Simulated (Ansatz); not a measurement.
CH$_{6}$OSSi$_{2}$, SMILES `O[SiH]1[SiH2]CS1`, relaxed with RKS PBE-D4/def2-SVP in Ansatz from a rough embedded geometry. The force threshold is 0.03 eV/Å; the program also tests the step.

The species carries charge 0 and has multiplicity 1.

Start:

```xyz
11

O     1.938    1.525    0.695
Si    1.255    0.162    0.223
Si   -0.839   -0.186    0.894
C    -1.049   -0.746   -0.975
S     0.154    0.572   -1.592
H     1.783    2.338    0.076
H     2.204   -0.994    0.023
H    -1.622    0.943    1.277
H    -1.017   -1.389    1.829
H    -2.050   -0.516   -1.293
H    -0.757   -1.708   -1.157
```

| step | energy (eV) | largest force (eV/Å) | largest move (Å) |
| --- | --- | --- | --- |
| 1 | -29745.9117 | 4.436 | 0.000 |
| 2 | -29746.6788 | 1.685 | 0.195 |
| 3 | -29746.7885 | 1.279 | 0.148 |
| 4 | -29746.8606 | 0.367 | 0.200 |
| 5 (rejected) | -29746.8393 | 0.435 | 0.200 |
| 6 | -29746.8796 | 0.173 | 0.098 |
| 7 | -29746.8806 | 0.112 | 0.031 |
| 8 | -29746.8829 | 0.066 | 0.046 |
| 9 | -29746.8835 | 0.015 | 0.021 |

End:

```xyz
11

O     2.131    1.644    0.469
Si    1.366    0.190    0.114
Si   -0.787   -0.335    0.890
C    -1.150   -0.696   -0.965
S     0.287    0.153   -1.796
H     1.546    2.423    0.423
H     2.488   -0.800    0.233
H    -1.523    0.909    1.323
H    -1.124   -1.442    1.859
H    -2.100   -0.268   -1.345
H    -1.133   -1.778   -1.204
```

Run time 13 s (4 threads of an Arm Neoverse V1 on a shared host); peak host memory 0.16 GiB.
